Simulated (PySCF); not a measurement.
## C₆ coefficients of unlike pairs at UHF

Calculated with PySCF 2.14 from the dipole response of each species, C₆(A,B) = (3/π) ∫ α_A(iu) α_B(iu) du, in atomic units, from isotropic polarisabilities. For ions this is the dispersion term alone; charge-induced terms of lower order in 1/R come first.

```
species      configuration                                                                            basis     relativity  α (bohr³)  C₆ (like pair)
   Al²⁺      [Ne] 3s1 (2S)                                                         dyall-acv3z (19s12p6d4f)  spin-free X2C      15.28           43.41
   Sc³⁺          [Ar] (1S)                                                          dyall-av2z (16s12p7d2f)           none      2.114           5.571
   Ti³⁺      [Ar] 3d1 (2D)   x2c-TZVPPall with one added diffuse shell each of s, p, d, f type (7s6p5d3f1g)  spin-free X2C      2.182           5.547
    S³⁺  [Ne] 3s2 3p1 (2P)  x2c-QZVPPall with one added diffuse shell each of s, p, d, f type (10s7p5d3f1g)  spin-free X2C      5.529           14.95
```

Problem. Estimate C₆ for Ti³⁺ with Sc³⁺.

Solution. The integral gives 5.557. The combination rule 2 C_A C_B / (C_A α_B/α_A + C_B α_A/α_B) gives 5.556 and the geometric mean 5.559.

No spin-orbit coupling is included.

The other pairs:

| pair | C₆ |
| --- | --- |
| S³⁺, Al²⁺ | 23.04 |
| S³⁺, Ti³⁺ | 8.350 |
| Ti³⁺, Al²⁺ | 11.16 |
| Sc³⁺, Al²⁺ | 11.02 |
| S³⁺, Sc³⁺ | 8.323 |
